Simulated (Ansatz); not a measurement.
Geometry optimisation, Ansatz, RKS PBE0-D4/def2-SVP.

Input file:

```yaml
crystal:
  periodic: [false, false, false]
  atoms:
    - { symbol: Ti, position_ang: [0.168405, 0.030443, 0.047694] }
    - { symbol: Cl, position_ang: [0.474314, -0.190048, 2.335507] }
    - { symbol: F, position_ang: [1.733523, 0.055515, -0.648012] }
    - { symbol: F, position_ang: [-0.572407, 1.520579, -0.392699] }
    - { symbol: F, position_ang: [-0.646001, -1.30913, -0.664659] }
    - { symbol: "N", position_ang: [-2.832339, -0.040038, 1.297855] }
    - { symbol: H, position_ang: [-2.787796, -0.755266, 0.576648] }
    - { symbol: H, position_ang: [-2.726897, 0.880439, 0.879175] }
    - { symbol: H, position_ang: [-2.074502, -0.192493, 1.98689] }
basis:
  gaussian: { orbitals: def2-SVP }
hamiltonian:
  xc: pbe0
  dispersion: d4
relax:
  f_tol: 0.03
  max_steps: 50
```

Command:

```bash
$ ansatz run input.yaml --threads 4 --pin off --max-ram 5120MiB --backend cpu --events-out ev --progress --plain --runs-dir out
```

Task: Where does it end, and by what steps?

Result: It converged. After 11 steps the energy has fallen by 0.908 eV; N6 moved furthest, 0.66 Å. Joined: Ti1–N6 (3.25 → 2.32 Å).

```
step  energy less start (eV)  largest force component (eV/Å)  accepted
   0                  0.0000                           1.619       yes
   1                 -0.1421                           0.565       yes
   2                 -0.1570                           0.536       yes
   3                 -0.1717                           0.491       yes
   4                 -0.1963                           0.460       yes
   5                 -0.2718                           0.653       yes
   6                 -0.4631                           1.027       yes
   7                 -0.6191                           1.756       yes
   8                 -0.8802                           0.366       yes
   9                 -0.9010                           0.288       yes
  10                 -0.9071                           0.096       yes
  11                 -0.9082                           0.023       yes
```

```xyz
9
Properties=species:S:1:pos:R:3
Ti -0.075 0.026 0.166
Cl 0.519 -0.258 2.292
F 1.512 0.065 -0.532
F -0.617 1.604 -0.341
F -0.706 -1.343 -0.711
N -2.221 -0.019 1.040
H -2.737 -0.815 0.665
H -2.722 0.832 0.784
H -2.217 -0.093 2.056
```

Whether the end is a true minimum wasn't checked by a vibrational analysis.

Run time: 42 s on 4 threads of Arm Neoverse V1 (shared host), peak memory 0.34 GiB.
